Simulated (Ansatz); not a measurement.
Mulliken charges of `[BH2][AlH][SbH2]` from PBE/def2-TZVPP in Ansatz (PBE0-D4/def2-TZVP geometry).

| atom | x (Å) | y (Å) | z (Å) | charge (e) |
| --- | --- | --- | --- | --- |
| B1 | -1.090 | 1.105 | -1.004 | -0.095 |
| Al2 | 0.740 | 0.543 | -0.134 | 0.227 |
| Sb3 | 1.071 | -2.013 | 0.535 | 0.044 |
| H4 | -1.319 | 0.971 | -2.175 | 0.034 |
| H5 | -2.011 | 1.511 | -0.352 | 0.035 |
| H6 | 1.977 | 1.512 | 0.122 | -0.105 |
| H7 | 1.330 | -1.491 | 2.143 | -0.069 |
| H8 | -0.607 | -2.195 | 0.808 | -0.072 |

Task: By hand: the dipole of these point charges (1 e Å = 4.8032 D).

Result: Σ q r = (-0.052, 0.118, -0.217) e Å, of length 0.252 e Å = 1.21 D.

Task: How does the dipole of the full density compare? (An estimate is asked.)

Result: Computed: (0.021, 0.015, -0.057) e Å, 0.30 D; the point charges give 4.03 times that, at 34° from its direction.

Point charges leave out the atoms' own dipoles, such as those of lone pairs, and Mulliken's split depends on the basis, so the two needn't agree.
